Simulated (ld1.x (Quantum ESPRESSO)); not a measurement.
**What one change does to a pseudopotential (calcium, TM semilocal)**

calcium (Ca), norm-conserving Troullier–Martins (semilocal form), made with ld1.x (Quantum ESPRESSO) 7.5 (PW91, scalar-relativistic). Core [Ar], reference 3d1 4s1 4p0. Waves: 4s (bound): rc 2.60 bohr; 3d (bound): rc 1.95 bohr; 4p (bound, empty): rc 3.35 bohr. Local part: the p channel. Core correction: none.

All-electron outer shells of the reference configuration (PW91, scalar-relativistic, ld1.x):

```
shell  level (eV)  outermost node (bohr)  outermost maximum (bohr)
   3s      -44.83                   0.45                      0.99
   3p      -25.92                   0.42                      1.06
   4s       -3.34                   1.44                      3.55
   4p       -1.25                   1.66                      4.73
   3d       -0.80                      –                      1.37
```

Change: wave 4s (bound): rc 2.60 bohr becomes 4s (bound): rc 2.14 bohr.

Cutoffs: the cutoffs (Ry, on a coarse ladder) from which the occupation-weighted sum of valence levels, in a spherical-Bessel basis at the reference potential, stays within 10 and 1 mRy of its value at 400 Ry; they do not see the model core or the augmentation charge, which bear on the density cutoff. Errors are all-electron minus pseudo energies relative to the spin-unpolarised reference configuration.

Q: How do hardness, ghosts and transferability respond?

A: The potential gets neither clearly harder nor softer (40 Ry and 50 Ry → 40 Ry and 50 Ry); the d channel sets the loose cutoff, while the largest relative change is in s, which becomes harder; of the 7 tests that both files solve, the error grows in 5 and shrinks in 0 by more than 15 % and 0.3 meV (median size 266.5 → 490.7 meV); neither file shows a bound ghost at the reference potential, the only one tested. That the errors move this way runs against the usual rule that smaller radii transfer better. A semilocal file is local in each channel, so a ghost entry of none says nothing of the separable form that plane-wave codes build from it.

| quantity | base | changed |
| --- | --- | --- |
| cutoff, loose | 40 Ry | 40 Ry |
| cutoff, tight | 50 Ry | 50 Ry |
| loose cutoff by channel (10 mRy a level) | s 6 Ry, d 40 Ry | s 12 Ry, d 40 Ry |
| bound ghosts | none | none |
| error for 3d0 4s2 4p0, meV [ΔE -2.26 eV] | +246 | +588 |
| error for 3d0 4s1 4p0, meV [ΔE 4.08 eV] | +295 | +744 |
| error for 3d0 4s1.5 4p0, meV [ΔE 0.26 eV] | +265 | +658 |
| error for 3d0 4s0 4p1, meV [ΔE 7.12 eV] | +395 | +362 |
| error for 3d1 4s0 4p0, meV [ΔE 5.40 eV] | +81 | +120 |
| error for 3d0 4s0 4p2, meV [ΔE 2.70 eV] | +325 | +293 |
| error for 3d0 4s1 4p1, meV [ΔE 0.16 eV] | +267 | +491 |
| s: phases at 3.66 bohr within 0.05 rad from the reference energy up to (Ry; the scan ends near 5) | 1.0 | 0.1 |
| p: phases at 3.66 bohr within 0.05 rad from the reference energy up to (Ry; the scan ends near 5) | 1.0 | 1.0 |
| d: phases at 3.66 bohr within 0.05 rad from the reference energy up to (Ry; the scan ends near 5) | 0.8 | 0.8 |

Base: These tests converged, but a pseudo level misses the all-electron one widely, so the file describes the atom poorly there or has found another state: 3d0 4s0 4p1: empty 3d by 2.3 eV. Changed file: These tests converged, but a pseudo level misses the all-electron one widely, so the file describes the atom poorly there or has found another state: 3d0 4s1 4p0: empty 3d by 2.1 eV; 3d0 4s0 4p1: empty 3d by 2.2 eV.
